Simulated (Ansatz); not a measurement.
This geometry of C$_{4}$H$_{10}$AlCl (16 atoms, charge 0, multiplicity 1) is a first-order saddle point.

These are results of RKS B3LYP-D4/6-31G (Ansatz 0.2.0), not measurements.

```xyz
16
Properties=species:S:1:pos:R:3
C 0.537 -2.366 0.184
Al 1.374 -0.576 0.203
C 0.173 1.030 0.155
C -0.185 1.244 -1.343
C -1.026 0.893 1.118
Cl -2.738 0.727 0.266
H -0.556 -2.309 0.251
H 0.786 -2.893 -0.749
H 0.899 -2.999 1.005
H 2.973 -0.386 0.170
H 0.728 1.925 0.472
H 0.726 1.420 -1.932
H -0.836 2.115 -1.482
H -0.711 0.384 -1.769
H -1.152 1.770 1.755
H -1.014 -0.003 1.741
```

Which two structures does it join? (They come from a converged band through this point; their orientation in space is the band's.)

Bonds broken: Al2–C3, C5–Cl6. Bonds formed: Al2–Cl6. The dihedral C4–C3–C5–H15 goes from -178 to 0°.C4H10AlCl becomes C3H6 + CH4AlCl.

Image 0:

```xyz
16
Properties=species:S:1:pos:R:3
C 0.794 -2.437 0.620
Al 1.277 -0.657 -0.090
C 0.045 0.933 0.049
C -0.205 1.508 -1.366
C -1.214 0.565 0.779
Cl -2.380 2.099 1.079
H -0.291 -2.587 0.671
H 1.226 -3.242 0.013
H 1.187 -2.561 1.640
H 2.682 -0.387 -0.825
H 0.596 1.685 0.638
H 0.736 1.756 -1.870
H -0.808 2.421 -1.309
H -0.752 0.798 -2.001
H -1.054 0.199 1.792
H -1.863 -0.114 0.224
```

Image 6:

```xyz
16
Properties=species:S:1:pos:R:3
C 0.650 -1.996 0.026
Al 0.413 -0.712 1.497
C 0.089 1.338 -0.391
C -0.352 0.807 -1.722
C -0.710 1.482 0.691
Cl -1.423 -1.067 2.744
H -0.254 -2.092 -0.586
H 1.488 -1.725 -0.628
H 0.865 -2.990 0.442
H 1.584 0.054 2.268
H 1.129 1.658 -0.321
H 0.290 -0.014 -2.060
H -0.281 1.600 -2.479
H -1.387 0.452 -1.694
H -1.762 1.216 0.660
H -0.362 1.967 1.598
```

How far does it lie above each of them?

8.1 kcal/mol above the first and 42.7 kcal/mol above the second. This is the barrier of this one path; another mechanism may lie lower. The orbitals stay closed-shell, which can raise the energy where a bond breaks towards radicals; this wasn't checked here. Limits of this set-up: no polarisation functions.

Run time: 14 min on 1 thread of Arm Neoverse V1 (shared host), peak memory 0.22 GiB.
